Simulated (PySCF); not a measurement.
## Vibration and rotation of BeI

UHF-CCSD(T) constants of BeI, ²Σ⁺ (doublet), unpaired electrons σ ↑ (Be def2-SVP, I def2-SVP with ECP28; scalar-relativistic core potentials (PySCF 2.14); masses 9.0122 and 126.9045 u):

```
ωe              : 589.4 cm⁻¹
ωexe            : 3.12 cm⁻¹
Be              : 0.40341 cm⁻¹
αe              : 0.00314 cm⁻¹
D (centrifugal) : 7.56e-07 cm⁻¹
De to Be + I    : 2.04 eV
```

(1) Give the vibrational terms G(v) and spacings up to v = 6.

(2) How well does the Morse estimate ωe²/(4ωexe) reproduce De, and what is D0?

Correlated steps freeze 4 core orbitals. Correlated levels converge slowly with the basis: in double zeta they bind strong bonds too weakly, by up to about 1 eV, and carry superposition errors of some tenths. These are scalar-relativistic numbers at best; spin–orbit coupling would shift them, the dissociation energy most. The state is the lowest determinant that a PBE0 search found; another state may lie lower at other levels.

## Answers

(1) G(v) = ωe(v+½) − ωexe(v+½)².

| v | G(v) (cm⁻¹) | G(v) − G(v−1) | Bv (cm⁻¹) |
| --- | --- | --- | --- |
| 0 | 293.9 |  | 0.4018 |
| 1 | 877.1 | 583.2 | 0.3987 |
| 2 | 1454.0 | 576.9 | 0.3956 |
| 3 | 2024.7 | 570.7 | 0.3924 |
| 4 | 2589.1 | 564.4 | 0.3893 |
| 5 | 3147.3 | 558.2 | 0.3861 |
| 6 | 3699.3 | 552.0 | 0.3830 |

(2) It gives 3.45 eV, 169 % of the computed De. D0 = De − G(0) = 2.04 − 0.04 = 2.00 eV.
